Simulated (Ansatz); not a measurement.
Geometry optimisation, RKS PBE0-D4/def2-SVP in Ansatz.

The input (input.yaml):

```yaml
crystal:
  periodic: [false, false, false]
  atoms:
    - { symbol: F, position_ang: [0.2674, -1.701, 1.6739] }
    - { symbol: C, position_ang: [-0.0406, -1.2451, 0.3672] }
    - { symbol: C, position_ang: [0.1361, 0.2682, 0.2468] }
    - { symbol: S, position_ang: [-0.7424, 1.3254, 1.3742] }
    - { symbol: C, position_ang: [0.3671, 0.807, -1.118] }
    - { symbol: Te, position_ang: [2.2228, 0.9307, 0.0381] }
    - { symbol: H, position_ang: [0.6708, -1.7839, -0.3169] }
    - { symbol: H, position_ang: [-1.0473, -1.4767, 0.0997] }
    - { symbol: H, position_ang: [-2.0252, 0.9507, 0.8151] }
    - { symbol: H, position_ang: [-0.1059, 1.803, -1.2609] }
    - { symbol: H, position_ang: [0.3627, 0.0646, -1.8986] }
basis:
  gaussian: { orbitals: def2-SVP }
hamiltonian:
  xc: pbe0
  dispersion: d4
relax:
  f_tol: 0.015
  max_steps: 40
output:
  orbitals: {}
```

Launched with:

```bash
$ ansatz run input.yaml --threads 2 --pin off --max-ram 3072MiB --backend cpu --events-out ev --progress --plain --runs-dir out
```

Task: Where does it end, and by what steps?

Result: The forces met the threshold. After 6 steps the energy has fallen by 0.294 eV; H11 moved furthest, 0.13 Å.

```tsv
step	energy less start (eV)	largest force component (eV/Å)	accepted
0	0.0000	2.470	yes
1	-0.2427	0.848	yes
2	-0.2891	0.254	yes
3	-0.2930	0.138	yes
4	-0.2939	0.035	yes
5	-0.2939	0.016	yes
6	-0.2940	0.007	yes
```

```xyz
11
Properties=species:S:1:pos:R:3
F 0.307 -1.654 1.622
C -0.039 -1.226 0.380
C 0.128 0.263 0.228
S -0.803 1.277 1.382
C 0.386 0.797 -1.117
Te 2.212 0.947 0.081
H 0.580 -1.746 -0.372
H -1.102 -1.484 0.204
H -2.030 0.910 0.926
H -0.047 1.769 -1.365
H 0.475 0.089 -1.949
```

Whether the end is a true minimum wasn't checked by a vibrational analysis.

Time of the run: 41 s on 2 threads of Arm Neoverse V2, with other jobs on the host, peak memory 0.35 GiB.
